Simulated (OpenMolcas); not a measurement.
# Ionisation energies of hafnium

```json
{
  "Program": "OpenMolcas",
  "Basis": "ANO-RCC [11s10p9d8f4g2h]",
  "Scalar Hamiltonian": "DKH2, point nucleus",
  "Spin-orbit coupling": "RASSI with atomic mean-field integrals over the reference wave functions, term energies averaged over their components"
}
```

Active shells in each charge state: the valence d shell, with orbitals averaged over the low states. Where CASPT2's correlated closed shells are named, they are those of the first ion.

A. CASSCF
B. SS-CASPT2, IPEA 0.25 Eh, imaginary shift 0.1 Eh (closed shells correlated: 5s 5p)
C. SS-CASPT2, IPEA 0.25 Eh, imaginary shift 0.1 Eh (closed shells correlated: 4f 5s 5p)
D. SS-CASPT2, IPEA 0 Eh, imaginary shift 0.1 Eh (closed shells correlated: 5s 5p)
E. SS-CASPT2, IPEA 0.25 Eh, imaginary shift 0.1 Eh (closed shells correlated: none)

Energies in eV between the lowest computed levels, named as in B; reference values from the NIST Atomic Spectra Database with their kind.

| From | To | A | B | C | D | E | Spin-orbit share in B | Reference |
| --- | --- | --- | --- | --- | --- | --- | --- | --- |
| Hf2+ 5d2 3F2 | Hf3+ 5d 2D 3/2 | 21.555 | 22.320 | 22.733 | 22.361 | 21.726 | +0.153 | 22.550 (theoretical) |

The lowest level within the active space need not be the ion's true ground level.
